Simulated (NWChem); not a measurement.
System: GaH2O2Cl; SMILES [OH][Ga]([OH])[Cl]

The following NWChem deck was run.

```
start job
memory heap 200 mb stack 900 mb global 1100 mb
geometry units angstroms noautosym nocenter noautoz
  Ga     0.018143     0.340385     0.000000
  Cl    -0.023225    -1.790335     0.000000
  O     -1.511052     1.223989     0.000000
  H     -1.388401     2.180033     0.000000
  O      1.552126     1.227812     0.000000
  H      2.331052     0.661099     0.000000
end
basis spherical
  * library def2-svpd
end
dft
  xc xpbe96 cpbe96
  iterations 150
end
property
  response 1 0.0
end
task dft property
```

Excerpt of the output:

```
             Northwest Computational Chemistry Package (NWChem) 7.3.0
             --------------------------------------------------------

                             Geometry "geometry" -> ""
                             -------------------------

 Output coordinates in angstroms (scale by  1.889725989 to convert to a.u.)

  No.       Tag          Charge          X              Y              Z
 ---- ---------------- ---------- -------------- -------------- --------------
    1 Ga                  31.0000     0.01814300     0.34038500     0.00000000
    2 Cl                  17.0000    -0.02322500    -1.79033500     0.00000000
    3 O                    8.0000    -1.51105200     1.22398900     0.00000000
    4 H                    1.0000    -1.38840100     2.18003300     0.00000000
    5 O                    8.0000     1.55212600     1.22781200     0.00000000
    6 H                    1.0000     2.33105200     0.66109900     0.00000000

 Effective nuclear repulsion energy (a.u.)     363.1013373508

  pbe96 is a nonlocal functional; adding pw91lda local functional.
                              NWChem Property Module
                              ----------------------

                                 NWChem DFT Module
                                 -----------------

 Summary of "ao basis" -> "ao basis" (spherical)
 ------------------------------------------------------------------------------
       Tag                 Description            Shells   Functions and Types
 ---------------- ------------------------------  ------  ---------------------
 Ga                        def2-svpd                14       38   6s4p4d
 Cl                        def2-svpd                11       27   5s4p2d
 O                         def2-svpd                 9       23   4s3p2d
 H                         def2-svpd                 4        8   2s2p

            General Information
            -------------------
          SCF calculation type: DFT
          Wavefunction type:  closed shell.
          No. of atoms     :     6
          No. of electrons :    66
           Alpha electrons :    33
            Beta electrons :    33
          Charge           :     0
          Spin multiplicity:     1
          Use of symmetry is: off; symmetry adaption is: off
          Maximum number of iterations: 150
          AO basis - number of functions:   127
                     number of shells:    51
          Convergence on energy requested:  1.00D-06
          Convergence on density requested:  1.00D-05
          Convergence on gradient requested:  5.00D-04

              XC Information
              --------------
          PerdewBurkeErnzerhof Exchange Functional  1.000
            Perdew 1991 LDA Correlation Functional  1.000 local
           PerdewBurkeErnz. Correlation Functional  1.000 non-local

             Grid Information
             ----------------
          Grid used for XC integration:  medium
          Radial quadrature: Mura-Knowles
          Angular quadrature: Lebedev.
          Tag              B.-S. Rad. Rad. Pts. Rad. Cut. Ang. Pts.
          ---              ---------- --------- --------- ---------
          Ga                  1.30      112          11.0       590
          Cl                  1.00       88          12.0       590
          O                   0.60       49          12.0       434
          H                   0.35       45          13.0       434
          Grid pruning is: on
          Number of quadrature shells:   388
          Spatial weights used:  Erf1

      Superposition of Atomic Density Guess
      -------------------------------------

 Sum of atomic energies:       -2532.69272670

      Non-variational initial energy
      ------------------------------

 Total energy =   -2533.423693
 1-e energy   =   -4250.172101
 2-e energy   =    1353.647071
 HOMO         =      -0.459409
 LUMO         =      -0.064457

   convergence    iter        energy       DeltaE   RMS-Dens  Diis-err
 ---------------- ----- ----------------- --------- --------- ---------
 d= 0,ls=0.0,diis     1  -2535.5593371423 -2.90D+03  2.98D-02  1.23D+00
 d= 0,ls=0.0,diis     2  -2535.0189053607  5.40D-01  1.93D-02  6.32D+00
 d= 0,ls=0.0,diis     3  -2535.6861669220 -6.67D-01  3.15D-03  1.44D-01
 d= 0,ls=0.0,diis     4  -2535.6967613609 -1.06D-02  1.63D-03  3.08D-02
 d= 0,ls=0.0,diis     5  -2535.7005754251 -3.81D-03  4.38D-04  2.65D-03
  Resetting Diis
 d= 0,ls=0.0,diis     6  -2535.7008496267 -2.74D-04  1.34D-04  4.64D-04
 d= 0,ls=0.0,diis     7  -2535.7008826938 -3.31D-05  1.62D-04  6.98D-05
 d= 0,ls=0.0,diis     8  -2535.7008396458  4.30D-05  1.18D-04  4.97D-04
 d= 0,ls=0.0,diis     9  -2535.7008894181 -4.98D-05  9.86D-06  2.63D-06
 d= 0,ls=0.0,diis    10  -2535.7008896367 -2.19D-07  1.47D-06  3.76D-08

         Total DFT energy =    -2535.700889636717
      One electron energy =    -4250.265396876665
           Coulomb energy =     1472.054010456292
    Exchange-Corr. energy =     -120.590840567126
 Nuclear repulsion energy =      363.101337350783

 Numeric. integr. density =       66.000002181711

                       DFT Final Molecular Orbital Analysis
                       ------------------------------------

 Vector   31  Occ=2.000000D+00  E=-2.924440D-01
              MO Center=  1.2D-01, -4.3D-01, -2.2D-08, r^2= 4.2D+00
   Bfn.  Coefficient  Atom+Function         Bfn.  Coefficient  Atom+Function
  ----- ------------  ---------------      ----- ------------  ---------------
    52      0.457397  2 Cl pz                49      0.362440  2 Cl pz
   103     -0.315922  5 O  pz                72     -0.265873  3 O  pz
   106     -0.217207  5 O  pz                46      0.208841  2 Cl pz
    75     -0.180385  3 O  pz                20      0.082019  1 Ga d -1
    55      0.078537  2 Cl pz               109     -0.073953  5 O  pz

 Vector   32  Occ=2.000000D+00  E=-2.916637D-01
              MO Center=  1.8D-01, -1.1D+00,  3.7D-08, r^2= 3.2D+00
   Bfn.  Coefficient  Atom+Function         Bfn.  Coefficient  Atom+Function
  ----- ------------  ---------------      ----- ------------  ---------------
    50      0.533536  2 Cl px                47      0.425382  2 Cl px
    44      0.244864  2 Cl px               102      0.244152  5 O  py
   105      0.156926  5 O  py                70      0.137758  3 O  px
   100      0.129685  5 O  s                101      0.119532  5 O  px
    19      0.096296  1 Ga d -2              53      0.077308  2 Cl px

 Vector   33  Occ=2.000000D+00  E=-2.840175D-01
              MO Center= -1.1D-01,  1.2D+00,  3.3D-10, r^2= 3.0D+00
   Bfn.  Coefficient  Atom+Function         Bfn.  Coefficient  Atom+Function
  ----- ------------  ---------------      ----- ------------  ---------------
    72      0.466973  3 O  pz               103     -0.423607  5 O  pz
    75      0.321498  3 O  pz               106     -0.290094  5 O  pz
    78      0.106827  3 O  pz                22     -0.102399  1 Ga d  1
   109     -0.080391  5 O  pz                32      0.029672  1 Ga d  1
    87     -0.025397  3 O  d  1

 Vector   34  Occ=0.000000D+00  E=-9.059529D-02
              MO Center=  8.9D-02,  2.9D-01, -1.5D-08, r^2= 5.4D+00
   Bfn.  Coefficient  Atom+Function         Bfn.  Coefficient  Atom+Function
  ----- ------------  ---------------      ----- ------------  ---------------
     5      1.002745  1 Ga s                  4      0.645016  1 Ga s
     6      0.601677  1 Ga s                 69     -0.503818  3 O  s
    51     -0.323586  2 Cl py                43     -0.312970  2 Cl s
     3     -0.305933  1 Ga s                 68     -0.241668  3 O  s
    99     -0.237395  5 O  s                 54     -0.218980  2 Cl py

 Vector   35  Occ=0.000000D+00  E=-4.623382D-02
              MO Center=  3.6D-02,  2.0D-01,  1.3D-07, r^2= 3.6D+00
   Bfn.  Coefficient  Atom+Function         Bfn.  Coefficient  Atom+Function
  ----- ------------  ---------------      ----- ------------  ---------------
    18      0.719113  1 Ga pz                15      0.492890  1 Ga pz
    52     -0.234439  2 Cl pz                12     -0.229057  1 Ga pz
   103     -0.214560  5 O  pz                72     -0.211958  3 O  pz
   106     -0.172704  5 O  pz                75     -0.165215  3 O  pz
    49     -0.151011  2 Cl pz               109     -0.126656  5 O  pz

 Vector   36  Occ=0.000000D+00  E=-2.664360D-03
              MO Center=  1.6D+00,  4.5D-01,  7.4D-09, r^2= 7.5D+00
   Bfn.  Coefficient  Atom+Function         Bfn.  Coefficient  Atom+Function
  ----- ------------  ---------------      ----- ------------  ---------------
     6     -0.807885  1 Ga s                  5      0.755522  1 Ga s
    16     -0.571600  1 Ga px               107     -0.480241  5 O  px
   121      0.481069  6 H  s                 76     -0.426707  3 O  px
    53     -0.281533  2 Cl px                34     -0.242345  1 Ga d -2
   125     -0.241839  6 H  px                 4      0.208959  1 Ga s

     Multipole analysis of the density
     ---------------------------------

     L   x y z        total         alpha         beta         nuclear
     -   - - -        -----         -----         ----         -------
     0   0 0 0     -0.000000    -33.000000    -33.000000     66.000000

[...]

 DFT Linear Response polarizability / au
 Frequency  =       0.0000000 / au
              X              Y              Z
 -----------------------------------------------
 X      53.0523705      0.4285589      0.0000009
 Y       0.4284915     61.1024418     -0.0000016
 Z       0.0000009     -0.0000016     40.3078107
 -----------------------------------------------
 Eigenvalues =      53.0296198     61.1251925     40.3078107
 Isotropic   =      51.4875410
 Anisotropic =      18.1761672
 -----------------------------------------------

 Magnetic Dipole Response Matrix (nonzero elements):

 Exiting AOResponse driver routine
```

Level: PBE/def2-SVPD. The geometry was optimised at PBE0/def2-SVP.
